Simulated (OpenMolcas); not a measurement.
A calculation on B.

```yaml
Program: OpenMolcas 26.06
Method: "XMS-CASPT2, IPEA 0.25 Eh, imaginary shift 0.1 Eh (closed shells correlated: 1s)"
Basis: ANO-RCC-VTZP [4s3p2d1f]
Scalar_Hamiltonian: DKH2, point nucleus
Active_space: 3 electrons in 4 orbitals (2s 2p)
State_averaging: 2S+1 = 4 odd, 1 root (0 in the spin-orbit step); 2S+1 = 2 odd, 3 roots; 2S+1 = 4 even, 3 roots; 2S+1 = 2 even, 5 roots
Spin-orbit_coupling: RASSI with atomic mean-field integrals over the reference wave functions, term energies averaged over their components
```

Task: Which level of the active space comes out lowest?

Result: 2s2 2p 2P* 1/2, with 100 % of that term; it is also the measured ground level.

Task: How high does 2s 2p2 4P 3/2 lie?

Result: 27490 cm-1 above the lowest level; measured 28875 cm-1 above the ground level, so the calculation is off by -5 %.

Task: How high does 2s 2p2 2D 5/2 lie?

Result: 48160 cm-1 above the lowest level; measured 47857 cm-1 above the ground level, so the calculation is off by +1 %.

Task: How high does 2s 2p2 2D 3/2 lie?

Result: 48160 cm-1 above the lowest level; measured 47857 cm-1 above the ground level, so the calculation is off by +1 %.

Measured values: NIST Handbook of Basic Atomic Spectroscopic Data.

Term energies are means over components that CASPT2 splits; among the terms shown or strongly mixed into the levels shown the widest spread is 250 cm-1 (2s 2p2 2D). Over all roots computed the reference weight is 0.93 to 0.99; the roots of lowest weight are the least certain, and an intruder state may touch them. Measured partners are found by configuration, term and J. A level has none where our copy of the source lacks it or the pairing is in doubt (some pairs that miss far off the trend of their configuration count as doubtful), and it then counts in no deviation. Levels of configurations outside the active space are missing.

* marks odd parity.
